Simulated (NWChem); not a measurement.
Molecule: CH5FO2Si; SMILES CO[SiH](O)F

```xyz
10

Si     0.0333    -0.5033     0.3690
O      0.9528    -1.7094    -0.2454
F     -1.4915    -0.5860    -0.1769
O      0.6463     0.9325    -0.1433
C      0.0250     2.1885    -0.0588
H     -0.0190    -0.6638     1.8339
H      1.2686    -1.6036    -1.1480
H     -0.0217     2.5504     0.9837
H      0.6133     2.9127    -0.6418
H     -1.0007     2.1671    -0.4650
```
Atoms are numbered in this order, from 1.

Computed with NWChem. Geometry: optimised at PBE0/def2-SVP. Level: PBE0/def2-SVP with SMD (1 M gas to 1 M solution), gas-phase geometry. Reactions with the solvent are ignored.

For solvent toluene:

```yaml
solvation free energy (kcal/mol): -3.1
cavity-dispersion-structure term (kcal/mol): -0.6
dipole in solution (D): 1.89
```

### Question
What are these values for solvent water?

### Answer
| Quantity | Value |
|---|---|
| solvation free energy (kcal/mol) | -4.4 |
| cavity-dispersion-structure term (kcal/mol) | 3.6 |
| dipole in solution (D) | 2.07 |
